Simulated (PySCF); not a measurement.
C₅H₆F₃P.
SMILES with atom numbers: `[CH2:1]=[C:2]([CH3:3])[PH:4][C:5]([F:6])=[C:7]([F:8])[F:9]` (hydrogens: H10, H11 on C1; H12, H13, H14 on C3; H15 on P4)

Method used: TDDFT B3LYP/def2-SVPD, vertical, gas phase, core orbitals frozen in the response in PySCF. Isolated species at its GFN2-xTB geometry (one conformer only). Torsions of this conformer, `[CH2:1]=[C:2]([CH3:3])[PH:4][C:5]([F:6])=[C:7]([F:8])[F:9]`: C1–C2–P4–C5 -103°, C2–P4–C5–F6 -69°.

Frontier orbitals with the atoms that hold most of them (Löwdin shares over 4%, at most four atoms; ? is withheld):

```
orbital  ε (eV)                          atoms
 HOMO-3   -9.66  C2 22%, P4 22%, C3 18%, C1 7%
 HOMO-2   -8.76  P4 30%, C5 15%, C2 13%, C1 9%
 HOMO-1   -7.42                              ?
   HOMO       ?                              ?
   LUMO   -0.81  C1 28%, C2 25%, P4 13%, C5 8%
 LUMO+1   -0.38  P4 25%, C7 23%, C5 20%, C2 8%
 LUMO+2   -0.11  P4 24%, H15 13%, C5 9%, C7 9%
```

(1) Give the leading atoms of the HOMO-1.

(2) Which atoms hold the HOMO, and with what shares?

(3) What is the HOMO energy, and the HOMO–LUMO gap?

Answers

(1) C1 (bonded to C and 2 H) 29%; C2 (bonded to 2 C and P) 25%; C5 (bonded to C, F and P) 10%; C7 (bonded to C and 2 F) 6%.

(2) P4 (bonded to 2 C and H) 31%; C5 (bonded to C, F and P) 18%; C7 (bonded to C and 2 F) 17%; C2 (bonded to 2 C and P) 7%. By element: carbon 43% or more, phosphorus 31%.

(3) ε(HOMO) = -6.88 eV; the gap is 6.07 eV (0.2231 hartree).

Question: The HOMO–LUMO gap is 6.07 eV. Where does the response calculation put the lowest singlet, and from which orbitals?

Answer: S1 is at 5.08 eV (f = 0.0090), 0.99 eV below the gap, made of HOMO→LUMO (94%). 

Next come S2 at 5.79 eV (f 0.069), HOMO→LUMO+1 (45%), HOMO→LUMO+2 (38%), HOMO-1→LUMO+1 (12%); S3 at 5.90 eV (f 0.037), HOMO→LUMO+2 (52%), HOMO→LUMO+1 (18%), HOMO-1→LUMO+1 (9%); S4 at 6.14 eV (f 0.130), HOMO-1→LUMO (56%), HOMO-1→LUMO+1 (18%), HOMO-1→LUMO+2 (11%); S5 at 6.29 eV (f 0.115), HOMO-1→LUMO+1 (42%), HOMO→LUMO+1 (16%), HOMO→LUMO+3 (16%).
